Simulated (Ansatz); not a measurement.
Wavefunction ladder for C$_{3}$H$_{8}$BClO$_{2}$, SMILES `CC(C)OB(O)Cl`

```xyz
15

C    -1.558    0.328    0.225
C    -0.269   -0.053   -0.470
C     0.103    0.898   -1.584
O     0.801   -0.036    0.480
B     1.186   -1.082    1.237
O     2.193   -0.948    2.132
Cl    0.429   -2.681    1.119
H    -1.795   -0.382    1.018
H    -2.386    0.333   -0.488
H    -1.473    1.326    0.662
H    -0.359   -1.068   -0.868
H     0.214    1.914   -1.197
H    -0.675    0.904   -2.350
H     1.043    0.600   -2.049
H     2.546   -0.053    2.132
```

Total charge 0; spin multiplicity 1. The structure was optimised at the PBE0-D4/def2-TZVP level. It is one conformer, not always the lowest. Frozen core, restricted reference, Ansatz. CBS rows extrapolate triple and quadruple zeta; past MP2 they add the triple-zeta difference.

```csv
basis,HF (Eh),MP2 corr.,CCSD corr.,(T),CCSD(T) total
def2-TZVPP,-752.46819,?,-1.33416,-0.05287,?
def2-QZVPP,-752.49465,-1.37843,–,–,–
CBS(def2),?,?,?,as TZ,?
```

Q: Fill in the withheld values. (Estimate.)

A: The calculation gave: def2-TZVPP MP2 corr.: -1.28103; def2-TZVPP CCSD(T) total: -753.85522; CBS(def2) HF (Eh): -752.49830; CBS(def2) MP2 corr.: -1.45057; CBS(def2) CCSD corr.: -1.50370; CBS(def2) CCSD(T) total: -754.05487.
